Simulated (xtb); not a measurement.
sulfur difluoride (F2S), SMILES FSF. All values are semi-empirical tight-binding results from xtb (GFN2-xTB unless named), good for trends rather than for accurate numbers. Geometry optimised at GFN2-xTB.

Optimised geometry:

```xyz
3

F      0.0000    -1.2265    -0.5071
S      0.0000     0.0000     0.5705
F      0.0000     1.2265    -0.5071
```
Charge 0, spin multiplicity 1.

Computed properties:
```yaml
point_group_as_xtb_finds_it: C2v
orbital_gap: 2.49 eV
zero_point_energy: 2.4 kcal/mol
G − E(el) at 298.15 K (modified RRHO): -13.4 kcal/mol
static polarisability (D4 model): 26.8 bohr³
solvation energy, GFN2-xTB/ALPB(water): 0.1 kcal/mol
solvation energy, GFN2-xTB/ALPB(thf): -1.6 kcal/mol
```

Computed atomic charges and the Wiberg bond orders between heavy atoms:
charges (e) F1 -0.21, S2 0.43, F3 -0.21. Bond orders F1–S2 1.13, S2–F3 1.13.
